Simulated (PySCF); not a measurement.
Molecule: SMILES CCC1CCCCC1, C$_{8}$H$_{16}$.

Geometry:
```json
{"atom": "C1", "x (Å)": "-2.902", "y (Å)": "0.319", "z (Å)": "0.210"}
{"atom": "C2", "x (Å)": "-1.812", "y (Å)": "-0.441", "z (Å)": "-0.530"}
{"atom": "C3", "x (Å)": "-0.411", "y (Å)": "-0.302", "z (Å)": "0.064"}
{"atom": "C4", "x (Å)": "0.573", "y (Å)": "-1.262", "z (Å)": "-0.608"}
{"atom": "C5", "x (Å)": "1.982", "y (Å)": "-1.148", "z (Å)": "-0.037"}
{"atom": "C6", "x (Å)": "2.499", "y (Å)": "0.284", "z (Å)": "-0.111"}
{"atom": "C7", "x (Å)": "1.534", "y (Å)": "1.250", "z (Å)": "0.567"}
{"atom": "C8", "x (Å)": "0.125", "y (Å)": "1.130", "z (Å)": "-0.005"}
{"atom": "H9", "x (Å)": "-3.891", "y (Å)": "0.134", "z (Å)": "-0.237"}
{"atom": "H10", "x (Å)": "-2.954", "y (Å)": "0.012", "z (Å)": "1.267"}
{"atom": "H11", "x (Å)": "-2.735", "y (Å)": "1.406", "z (Å)": "0.190"}
{"atom": "H12", "x (Å)": "-1.783", "y (Å)": "-0.116", "z (Å)": "-1.586"}
{"atom": "H13", "x (Å)": "-2.073", "y (Å)": "-1.514", "z (Å)": "-0.556"}
{"atom": "H14", "x (Å)": "-0.469", "y (Å)": "-0.583", "z (Å)": "1.135"}
{"atom": "H15", "x (Å)": "0.204", "y (Å)": "-2.297", "z (Å)": "-0.517"}
{"atom": "H16", "x (Å)": "0.598", "y (Å)": "-1.039", "z (Å)": "-1.691"}
{"atom": "H17", "x (Å)": "1.971", "y (Å)": "-1.475", "z (Å)": "1.019"}
{"atom": "H18", "x (Å)": "2.665", "y (Å)": "-1.834", "z (Å)": "-0.565"}
{"atom": "H19", "x (Å)": "2.615", "y (Å)": "0.573", "z (Å)": "-1.171"}
{"atom": "H20", "x (Å)": "3.501", "y (Å)": "0.357", "z (Å)": "0.342"}
{"atom": "H21", "x (Å)": "1.504", "y (Å)": "1.031", "z (Å)": "1.650"}
{"atom": "H22", "x (Å)": "1.896", "y (Å)": "2.287", "z (Å)": "0.473"}
{"atom": "H23", "x (Å)": "0.131", "y (Å)": "1.450", "z (Å)": "-1.064"}
{"atom": "H24", "x (Å)": "-0.553", "y (Å)": "1.820", "z (Å)": "0.522"}
```

Geometry PBE0-D3(BJ)/def2-SVP throughout; GIAO in PySCF, gas phase, one conformer, non-relativistic; equivalent atoms averaged; basis pcSseg-1.

Question: How do the absolute shieldings σ depend on the functional? (a selection of nuclei; ppm; last column core-seconds on shared hosts with different chips, so compare them loosely)

Answer: 
| functional | kind | C3 | C6 | H15/H24 | H18/H22 | H17/H21 | H19 | H12/H13 | H9/H10/H11 | H16/H23 | core-s |
| --- | --- | --- | --- | --- | --- | --- | --- | --- | --- | --- | --- |
| LDA | LDA | 135.1 | 149.8 | 29.02 | 29.05 | 29.56 | 29.68 | 29.71 | 29.88 | 30.16 | 42 |
| BLYP | GGA | 129.3 | 142.6 | 29.61 | 29.63 | 30.10 | 30.20 | 30.25 | 30.38 | 30.64 | 52 |
| B97-D | GGA | 135.8 | 148.0 | 29.68 | 29.70 | 30.15 | 30.25 | 30.29 | 30.42 | 30.67 | 63 |
| PBE0 | global hybrid | 143.6 | 155.4 | 29.66 | 29.65 | 30.11 | 30.20 | 30.24 | 30.32 | 30.64 | 39 |
| B97-2 | global hybrid | 143.1 | 154.5 | 29.77 | 29.76 | 30.21 | 30.30 | 30.34 | 30.42 | 30.72 | 37 |
| BHandHLYP | global hybrid | 144.0 | 155.4 | 29.92 | 29.90 | 30.34 | 30.42 | 30.47 | 30.48 | 30.85 | 52 |
| CAM-B3LYP | range-separated hybrid | 140.9 | 153.3 | 29.74 | 29.74 | 30.19 | 30.27 | 30.31 | 30.36 | 30.70 | 52 |
| wB97X-D | range-separated hybrid | 144.5 | 156.3 | 29.82 | 29.82 | 30.27 | 30.36 | 30.38 | 30.43 | 30.77 | 49 |

Question: Which nucleus among those listed moves most, in ppm?

Answer: C3 (sp3 CH in a ring): from 129.3 ppm with BLYP to 144.5 ppm with wB97X-D. The smallest spread is 0.59 ppm, at H9/H10/H11. Proton shifts span only some 12 ppm, so a few tenths of a ppm matter as much there as several ppm in carbon.
